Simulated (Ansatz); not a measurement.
Input and output for Br₂HSb, SMILES `[Br][SbH][Br]`.

```yaml
crystal:
  periodic: [false, false, false]
  atoms:
    - {symbol: Br, position_ang: [-2.112981, 0.124431, -0.155439]}
    - {symbol: Sb, position_ang: [0.290393, -0.025519, -0.843268]}
    - {symbol: Br, position_ang: [1.162361, -1.545615, 0.945806]}
    - {symbol: H, position_ang: [0.715827, 1.386404, 0.032600]}
basis:
  gaussian: {orbitals: x2c-TZVPPall}
hamiltonian: {xc: {name: B97}}
accuracy: high
scf: {lower_state_search: off}
output: {forces: true}
```

```sh
$ ansatz run in.yaml --threads 2 --pin off --events-out ev --progress --plain --max-ram 4352MiB
```

Output, abridged:

```
Functional definition: B97
2585 factors; integrals over basis functions are off by at most 1.9e-8 eV
mean field evaluation 1: about -318201.9370 eV, gradient 1.7e1 eV
mean field evaluation 2: about -318200.8718 eV, gradient 2.7e1 eV
mean field evaluation 4: about -318202.8247 eV, gradient 7.1e-1 eV
mean field evaluation 8: about -318202.8752 eV, gradient 1.1e-1 eV
mean field evaluation 16: about -318202.8753 eV, gradient 9.0e-6 eV
mean field -318202.87526618 eV, -11693.7399803767 hartree, gradient 1.1e-8 eV, S^2 0.000000; 0 other end points of the search recorded, 0 dependent functions left out
reference -318202.87526778 eV, -11693.7399804355 hartree; 61, 61 occupied and 109, 109 virtual orbitals, 2585 factors
Total energy: -318202.87526778 eV, -11693.7399804355 hartree
Relativity: scalar
Atom 0 at    -2.112981     0.124431    -0.155439 Å, force    -0.212763     0.018511     0.036713 eV/Å
Atom 1 at     0.290393    -0.025519    -0.843268 Å, force     0.089770     0.039962    -0.206391 eV/Å
Atom 2 at     1.162361    -1.545615     0.945806 Å, force     0.092922    -0.137353     0.139492 eV/Å
Atom 3 at     0.715827     1.386404     0.032600 Å, force     0.030071     0.078881     0.030187 eV/Å
Dipole moment:     0.234080     0.207976    -0.380809 e Å
Checks for a lower state left out: stability, starts, cluster_reference, orbital_swaps, neighbouring_geometries, increment
```

Hardware: 2 threads of an Arm Neoverse V1 on a shared host. Wall time 32 s, peak host memory 0.81 GiB.
